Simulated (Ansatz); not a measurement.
Steps of a relaxation of C3H8Si (`C1C[SiH2]C1`) with RKS PBE0-D4/def2-TZVP.

```sh
$ ansatz run in.yaml --threads 2 --pin off --events-out ev --progress --plain --max-ram 4352MiB
```

```yaml
crystal:
  periodic: [false, false, false]
  atoms:
    - {symbol: C, position_ang: [-0.905609, 0.402578, -0.433269]}
    - {symbol: C, position_ang: [0.383734, 1.159292, 0.022410]}
    - {symbol: Si, position_ang: [0.946964, -0.493187, 0.799651]}
    - {symbol: C, position_ang: [-0.403589, -1.077630, -0.420589]}
    - {symbol: H, position_ang: [-1.327170, 0.743449, -1.403848]}
    - {symbol: H, position_ang: [-1.705288, 0.533611, 0.326094]}
    - {symbol: H, position_ang: [1.025643, 1.421501, -0.844683]}
    - {symbol: H, position_ang: [0.236213, 2.069966, 0.634205]}
    - {symbol: H, position_ang: [2.371983, -0.962779, 0.642985]}
    - {symbol: H, position_ang: [0.552408, -0.640333, 2.247125]}
    - {symbol: H, position_ang: [0.046069, -1.360261, -1.395532]}
    - {symbol: H, position_ang: [-1.144357, -1.851207, -0.140550]}
basis:
  gaussian: {orbitals: def2-TZVP}
hamiltonian: {xc: pbe0, dispersion: d4}
relax: {f_tol: 0.005, max_steps: 150}
```

Positions (Å) and forces (eV/Å) along the path, 8 of 8 steps:

```xyz
12
step=1 energy=-11112.8476 eV
C    -0.906    0.403   -0.433   -0.276    0.101   -0.022
C     0.384    1.159    0.022    0.172    0.104   -0.017
Si    0.947   -0.493    0.800   -0.288    0.137   -0.192
C    -0.404   -1.078   -0.421    0.076   -0.167   -0.060
H    -1.327    0.743   -1.404    0.243   -0.183    0.486
H    -1.705    0.534    0.326    0.414   -0.077   -0.346
H     1.026    1.422   -0.845   -0.332   -0.135    0.404
H     0.236    2.070    0.634    0.049   -0.488   -0.318
H     2.372   -0.963    0.643   -0.296    0.096    0.035
H     0.552   -0.640    2.247    0.091    0.024   -0.291
H     0.046   -1.360   -1.396   -0.229    0.159    0.464
H    -1.144   -1.851   -0.141    0.375    0.429   -0.142
12
step=2 energy=-11112.8936 eV
C    -0.900    0.400   -0.430   -0.071    0.021    0.012
C     0.384    1.152    0.022    0.073   -0.005    0.026
Si    0.938   -0.489    0.795   -0.178    0.095   -0.183
C    -0.399   -1.072   -0.419    0.059   -0.046    0.023
H    -1.316    0.736   -1.390    0.072   -0.054    0.146
H    -1.688    0.528    0.325    0.122   -0.022   -0.102
H     1.014    1.411   -0.840   -0.090   -0.045    0.125
H     0.234    2.052    0.625    0.018   -0.134   -0.089
H     2.350   -0.955    0.643   -0.064    0.020    0.011
H     0.550   -0.637    2.230    0.012    0.011   -0.071
H     0.043   -1.347   -1.386   -0.059    0.045    0.142
H    -1.134   -1.834   -0.143    0.107    0.115   -0.041
12
step=3 energy=-11112.8994 eV
C    -0.897    0.398   -0.426   -0.014    0.007   -0.011
C     0.386    1.150    0.022    0.025   -0.026    0.020
Si    0.930   -0.485    0.787   -0.018    0.011   -0.019
C    -0.396   -1.072   -0.418    0.032   -0.003    0.025
H    -1.312    0.733   -1.380   -0.008    0.005   -0.009
H    -1.678    0.524    0.329   -0.005    0.000    0.009
H     1.012    1.406   -0.836   -0.004    0.005   -0.017
H     0.237    2.046    0.623   -0.003    0.003    0.002
H     2.338   -0.951    0.639    0.010   -0.005    0.007
H     0.539   -0.630    2.216   -0.005    0.000    0.010
H     0.044   -1.344   -1.380   -0.004    0.005   -0.016
H    -1.127   -1.831   -0.143   -0.004   -0.001    0.000
12
step=4 energy=-11112.8996 eV
C    -0.897    0.398   -0.424   -0.002    0.001   -0.001
C     0.387    1.149    0.021    0.007    0.006    0.006
Si    0.930   -0.485    0.787    0.004    0.001   -0.012
C    -0.394   -1.071   -0.418    0.000   -0.010    0.003
H    -1.315    0.733   -1.378   -0.002    0.001    0.000
H    -1.677    0.523    0.332   -0.001   -0.001    0.005
H     1.010    1.405   -0.840    0.000    0.000   -0.002
H     0.239    2.045    0.621    0.001    0.006    0.001
H     2.339   -0.952    0.644    0.002   -0.002    0.005
H     0.536   -0.629    2.217   -0.006    0.002    0.000
H     0.044   -1.340   -1.383    0.001    0.001   -0.002
H    -1.125   -1.831   -0.145   -0.003   -0.005   -0.002
12
step=5 energy=-11112.8995 eV rejected
C    -0.900    0.397   -0.418    0.002    0.003   -0.020
C     0.388    1.149    0.016    0.029   -0.040    0.016
Si    0.931   -0.485    0.784   -0.051    0.019   -0.007
C    -0.393   -1.071   -0.423    0.044    0.006    0.026
H    -1.328    0.735   -1.365   -0.009    0.003   -0.001
H    -1.671    0.517    0.348   -0.005    0.000    0.008
H     1.007    1.397   -0.851    0.004    0.004   -0.021
H     0.250    2.049    0.612   -0.012    0.011    0.012
H     2.339   -0.957    0.667    0.033   -0.006   -0.027
H     0.524   -0.623    2.209   -0.020    0.002    0.026
H     0.047   -1.329   -1.390    0.003    0.002   -0.022
H    -1.118   -1.837   -0.156   -0.018   -0.005    0.009
12
step=6 energy=-11112.8997 eV
C    -0.898    0.397   -0.421   -0.003    0.001   -0.002
C     0.389    1.149    0.019    0.003    0.001   -0.002
Si    0.930   -0.485    0.786   -0.003    0.002   -0.002
C    -0.393   -1.072   -0.420    0.002   -0.002   -0.002
H    -1.321    0.734   -1.371   -0.001    0.000    0.003
H    -1.673    0.520    0.341    0.001   -0.001    0.001
H     1.009    1.401   -0.846    0.000   -0.001    0.000
H     0.244    2.047    0.617    0.000    0.000    0.000
H     2.339   -0.954    0.653    0.001   -0.001    0.003
H     0.526   -0.625    2.213    0.000    0.000   -0.001
H     0.046   -1.335   -1.387    0.001    0.001    0.001
H    -1.122   -1.834   -0.150    0.000    0.000    0.000
12
step=7 energy=-11112.8998 eV
C    -0.899    0.397   -0.418    0.006   -0.001   -0.007
C     0.390    1.148    0.016   -0.003    0.000    0.004
Si    0.930   -0.484    0.786    0.000    0.000    0.000
C    -0.391   -1.071   -0.423   -0.002    0.001    0.004
H    -1.328    0.735   -1.365   -0.002    0.001    0.000
H    -1.669    0.517    0.349    0.001   -0.001    0.001
H     1.008    1.397   -0.851    0.000   -0.002   -0.001
H     0.249    2.048    0.613   -0.001    0.000   -0.001
H     2.339   -0.956    0.661    0.001    0.000   -0.001
H     0.519   -0.622    2.211   -0.001    0.000    0.000
H     0.048   -1.329   -1.390    0.001    0.002    0.000
H    -1.118   -1.836   -0.155   -0.001    0.001    0.000
12
step=8 energy=-11112.8998 eV
C    -0.899    0.397   -0.418    0.001   -0.001    0.002
C     0.390    1.148    0.016   -0.001   -0.001   -0.001
Si    0.930   -0.484    0.786   -0.002    0.001    0.001
C    -0.391   -1.071   -0.423    0.000    0.001   -0.001
H    -1.329    0.736   -1.364    0.000    0.000    0.000
H    -1.668    0.516    0.349   -0.001    0.000    0.000
H     1.008    1.396   -0.851    0.001    0.000   -0.001
H     0.249    2.049    0.612    0.000    0.000    0.000
H     2.339   -0.956    0.661    0.000    0.000   -0.001
H     0.518   -0.621    2.211    0.000   -0.001    0.001
H     0.049   -1.329   -1.390    0.001   -0.001    0.000
H    -1.119   -1.836   -0.156    0.000    0.000    0.000
```

Hardware: 2 threads of an Intel Xeon Platinum 8259CL on a shared host. Wall time 40 s, peak host memory 0.43 GiB.
